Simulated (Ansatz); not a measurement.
Mulliken charges of `O[Si@]1(F)O[C@@H]1Cl` from PBE/def2-TZVPP in Ansatz (PBE0-D4/def2-TZVP geometry).

```json
{"atom": "O1", "x (Å)": "1.729", "y (Å)": "0.185", "z (Å)": "-0.829", "charge (e)": "-0.321"}
{"atom": "Si2", "x (Å)": "0.593", "y (Å)": "-0.520", "z (Å)": "0.064", "charge (e)": "0.673"}
{"atom": "F3", "x (Å)": "1.316", "y (Å)": "-1.654", "z (Å)": "0.874", "charge (e)": "-0.252"}
{"atom": "O4", "x (Å)": "-0.895", "y (Å)": "-0.837", "z (Å)": "-0.534", "charge (e)": "-0.287"}
{"atom": "C5", "x (Å)": "-0.980", "y (Å)": "0.197", "z (Å)": "0.528", "charge (e)": "-0.029"}
{"atom": "Cl6", "x (Å)": "-1.474", "y (Å)": "1.776", "z (Å)": "-0.079", "charge (e)": "-0.122"}
{"atom": "H7", "x (Å)": "1.448", "y (Å)": "0.894", "z (Å)": "-1.413", "charge (e)": "0.210"}
{"atom": "H8", "x (Å)": "-1.644", "y (Å)": "-0.098", "z (Å)": "1.333", "charge (e)": "0.129"}
```

**Question.** By hand: the dipole of these point charges (1 e Å = 4.8032 D).

**Answer.** Σ q r = (0.070, 0.200, 0.112) e Å, of length 0.240 e Å = 1.15 D.

**Question.** How does the dipole of the full density compare? (Estimate.)

**Answer.** Computed: (0.132, 0.176, 0.004) e Å, 1.06 D; the point charges give 1.08 times that, at 32° from its direction.

Point charges leave out the atoms' own dipoles, such as those of lone pairs, and Mulliken's split depends on the basis, so the two needn't agree.
